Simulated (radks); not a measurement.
Results of a calculation; reference values are marked as such.
Task: These are the eigenvalues of the occupied orbitals of an atom or ion with whole-number occupations (hartree). Code: a radial shooting solver on a logarithmic mesh with Libxc functionals. Model: scalar-relativistic Kohn-Sham, PBE, spin-unpolarised, spherical densities, point nucleus.

orbital  eigenvalue
1s        -326.9892
2s        -40.78274
2p        -35.43330
3s         -5.90522
3p         -4.32925
3d         -1.79749

Which element is it, and in what charge state? The configuration may be excited.

Result: Z = 29, copper, charge +3: Cu3+ in [Ar] 3d8. The list shows which subshells hold electrons but not how many an open one holds; the 1s level, -326.99 hartree, gives Z - s = 25.6 by -(Z - s)^2/2, which with screening and relativity narrows Z to a few neighbours, and the depths of the outer levels then fix element, charge and occupations together.
